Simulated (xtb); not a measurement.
CH$_{5}$GaN (SMILES [CH3][Ga+][NH2]), charge +1, singlet, geometry from GFN2-xTB (such geometries of metal compounds can be far from the true shape); xtb 6.7.1 with GFN0-xTB.

Here is a job for xtb.
```
$ xtb mol.xyz --gfn 0 --chrg 1 --json

# file mol.xyz
8

Ga    -0.02078167    -0.04139309     0.01871991
C     -0.32965711     1.59034736    -1.18372534
H     -1.18371196     2.14260301    -0.78054048
H     -0.53325475     1.22375778    -2.19427313
H      0.58532729     2.19041600    -1.15293618
N      0.45638313    -1.42157676     1.12474740
H      0.54897475    -2.36245116     0.73536416
H      0.01015732    -1.50218645     2.04118885
```

The log (banner, timings and long lists left out):

```
   ID    Z sym.   atoms
    1   31 Ga     1
    2    6 C      2
    3    1 H      3-5, 7, 8
    4    7 N      6

           -------------------------------------------------
          |                Calculation Setup                |
           -------------------------------------------------

           -------------------------------------------------
          |                 G F N 0 - x T B                 |
           -------------------------------------------------

          ...................................................
          :                      SETUP                      :
          :.................................................:
          :  # basis functions                  28          :
          :  # atomic orbitals                  27          :
          :  # shells                           17          :
          :  # electrons                        16          :
          :  electronic temp.          300.0000000     K    :
          :  accuracy                    1.0000000          :
          :  -> integral cutoff          0.2500000E+02      :
          :  -> integral neglect         0.1000000E-07      :
          ...................................................

         :::::::::::::::::::::::::::::::::::::::::::::::::::::
         ::                     SUMMARY                     ::
         :::::::::::::::::::::::::::::::::::::::::::::::::::::
         :: total energy              -7.310195267818 Eh    ::
         :: gradient norm              0.029443747305 Eh/a0 ::
         :: HOMO-LUMO gap              2.995327434887 eV    ::
         ::.................................................::
         :: H0 energy                 -8.652196910580 Eh    ::
         :: repulsion energy           0.100427200597 Eh    ::
         :: electrostat energy         1.242538625557 Eh    ::
         :: -> Gsolv                   0.000000000000 Eh    ::
         ::    -> Gsasa                0.000000000000 Eh    ::
         ::    -> Gshift               0.000000000000 Eh    ::
         :: dispersion energy         -0.000964183392 Eh    ::
         :: short-range corr.         -0.000000000000 Eh    ::
         :: add. restraining           0.000000000000 Eh    ::
         :: total charge               1.000000000000 e     ::
         :::::::::::::::::::::::::::::::::::::::::::::::::::::

           -------------------------------------------------
          |                Property Printout                |
[...]
        19                          0.1550471               4.2190
       ...                                ...                  ...
        27                          1.3072390              35.5718
      -------------------------------------------------------------
                  HL-Gap            0.1100763 Eh            2.9953 eV
             Fermi-level            0.0000000 Eh            0.0000 eV

     #   Z          covCN         q      C6AA      α(0)
     1  31 Ga       1.659     0.900   233.705    33.637
     2   6 C        3.622    -0.525    37.268     8.892
     3   1 H        0.924     0.242     0.908     1.490
     4   1 H        0.924     0.242     0.907     1.489
     5   1 H        0.924     0.247     0.887     1.473
     6   7 N        2.526    -0.992    50.377    10.624
     7   1 H        0.860     0.443     0.409     1.002
     8   1 H        0.860     0.443     0.409     1.002

 Mol. C6AA /au·bohr⁶  :       1034.660224
 Mol. C8AA /au·bohr⁸  :      57401.920193
 Mol. α(0) /au        :         59.609188

Wiberg/Mayer (AO) data.
largest (>0.10) Wiberg bond orders for each atom

 ---------------------------------------------------------------------------
     #   Z sym  total        # sym  WBO       # sym  WBO       # sym  WBO
 ---------------------------------------------------------------------------
     1  31 Ga   1.723 --     2 C    0.978     6 N    0.657
     2   6 C    3.973 --     1 Ga   0.978     3 H    0.961     4 H    0.961
                             5 H    0.961     6 N    0.111
     3   1 H    0.984 --     2 C    0.961
     4   1 H    0.984 --     2 C    0.961
     5   1 H    0.984 --     2 C    0.961
     6   7 N    2.699 --     7 H    0.964     8 H    0.964     1 Ga   0.657
                             2 C    0.111
     7   1 H    0.975 --     6 N    0.964
     8   1 H    0.975 --     6 N    0.964
 ---------------------------------------------------------------------------

Topologies differ in total number of bonds
Writing topology from bond orders to xtbtopo.mol

 dipole moment from electron density (au)
     X       Y       Z
  -0.7733   0.4691  -0.6278  total (Debye):    2.798

           -------------------------------------------------
          | TOTAL ENERGY               -7.310195267818 Eh   |
          | GRADIENT NORM               0.029443747305 Eh/α |
          | HOMO-LUMO GAP               2.995327434887 eV   |
           -------------------------------------------------

normal termination of xtb
```
